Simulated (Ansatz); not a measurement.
`[SH][InH2]` + `CB[SiH2]C` → `[CH3][InH][SH]` + `B[SiH2]C`  (redistribution)

Program: Ansatz. Geometries: PBE0-D4/def2-TZVP. ΔE: electronic, gas phase. CCSD(T)/CBS adds triple-zeta CCSD(T) − MP2 to the extrapolated MP2 energy (def2 sets, frozen cores). Functionals use def2-TZVPP. B3LYP here is the variant with VWN-RPA as its local correlation; programs differ in this. Elements past krypton have def2 core potentials. For In outer-core shells are correlated without core-valence functions, which leaves a few kJ/mol of doubt a bond. One conformer a species, not always the lowest.

| level | ΔE (kJ/mol) | difference from CCSD(T)/CBS |
| --- | --- | --- |
| PBE-D4 | 32.7 | 12.1 |
| r2SCAN-D4 | 32.1 | 11.5 |
| B3LYP-D4 | 29.0 | 8.4 |
| ωB97M-V | 29.6 | 9.0 |
| PBE | 31.4 | 10.8 |
| r2SCAN | 31.6 | 11.0 |
| HF/def2-TZVPP | 25.6 | 5.0 |
| MP2/def2-TZVPP | 17.1 | -3.5 |
| SCS-MP2/def2-TZVPP | 17.2 | -3.4 |
| CCSD(T)/def2-TZVPP | 21.5 | 0.9 |
| HF/def2-QZVPP | 25.3 | 4.7 |
| MP2/def2-QZVPP | 16.4 | -4.2 |
| SCS-MP2/def2-QZVPP | 16.8 | -3.8 |
| HF/CBS(def2) | 25.3 | 4.7 |
| MP2/CBS(def2) | 16.1 | -4.5 |
| CCSD/CBS(def2) | 21.1 | 0.5 |
| CCSD(T)/CBS | 20.6 | 0 |

Largest T1 diagnostic among the species: 0.014.

In def2-TZVPP, CCSD(T) changes the Hartree–Fock value by −4.1 kJ/mol (the triples alone add −0.5 kJ/mol) and MP2 by −8.5 kJ/mol.
